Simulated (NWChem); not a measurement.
Molecule: AgNH$_{4}$; SMILES [AgH]<-[NH3]

```xyz
6

Ag    -0.0019     0.3380     0.0000
H     -0.0036     1.9540     0.0000
N      0.0000    -1.8871     0.0000
H      0.6293    -2.2680    -0.7064
H     -0.9262    -2.2687    -0.1917
H      0.2973    -2.2682     0.8981
```
Atoms are numbered in this order, from 1.

Structure relaxed at the PBE0/def2-SVP level. No frequency run checked for a minimum. def2 effective core potentials on Ag; no spin-orbit coupling.

 States above −ε(HOMO) = 5.8 eV lie in this functional's continuum and hang on the basis.

List the 4 lowest vertical singlet excitations from PBE0/def2-SVPD with def2 effective core potentials on Ag, TDA (NWChem).


```
state  energy (eV)  oscillator strength  leading excitation (squared amplitude)
-----  -----------  -------------------  --------------------------------------
S1            4.49                0.115                      HOMO → LUMO (0.98)
S2            5.41                0.319                    HOMO → LUMO+1 (0.51)
S3            5.41                0.319                    HOMO → LUMO+2 (0.51)
S4            6.57                0.000                    HOMO−1 → LUMO (0.97)
```
